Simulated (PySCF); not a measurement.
# Polarisability and C₆ of F²⁺ (fluorine, charge +2)

[He] 2s2 2p3, high-spin 4S determinant. Computed with PySCF 2.14 in aug-cc-pVQZ, with the non-relativistic Hamiltonian (point nucleus). Coupled (time-dependent) response in atomic units; α is the mean over directions.

| method | mean α (bohr³) | C₆ (like pair) | S(−4) |
| --- | --- | --- | --- |
| UHF | 1.273 | 1.561 | 1.564 |
| PBE | 1.252 | 1.595 | 1.274 |
| PBE0 | 1.246 | 1.572 | 1.301 |
| HSE06 | 1.250 | 1.578 | 1.321 |
| revPBE | 1.255 | 1.601 | 1.278 |

S(−4) is the Cauchy moment in α(ω) = α(0) + S(−4) ω² + …

α(iu) at PBE:

```tsv
u (hartree)	α(iu) (bohr³)
0	1.252
0.0500	1.249
0.100	1.239
0.200	1.204
0.300	1.153
0.500	1.030
0.750	0.8803
1.00	0.7553
1.50	0.5691
2.00	0.4402
3.00	0.2806
5.00	0.1385
```

For an ion, C₆ is the dispersion term alone; charge-induced terms of lower order in 1/R come first.
